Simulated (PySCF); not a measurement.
**Worked example: oscillator strength and radiative lifetime**

C2H2Cl2, SMILES Cl/C=C/Cl.

The structure is a stationary point at PBE-D3(BJ)/def2-SVP.

PySCF with TDA-B3LYP/def2-SVPD puts the first singlet state with f over 0.02 at 6.31 eV (vertical), with the transition dipole (0.312, -1.571, 0.000) in atomic units.

Find the oscillator strength, the wavelength and the radiative lifetime that this transition would have in vacuum if emission retraced absorption.


|μ|² = 2.5654 au, so |μ| = 4.07 D. ΔE = 6.31/27.211 = 0.2319 hartree. f = (2/3) ΔE |μ|² = 0.397 (the program prints 0.396).
λ = 1239.84/6.31 = 196 nm; ν = 50894 cm⁻¹.
Einstein's coefficient A = 0.6670 ν² f s⁻¹ (ν in cm⁻¹) = 6.9e8 s⁻¹, so τ = 1/A = 1.5 ns. This state is S2; the lower singlet has f = 0.000. The figure is the radiative limit of this one transition; relaxation, internal conversion, crossing to triplets and a medium change what is measured.
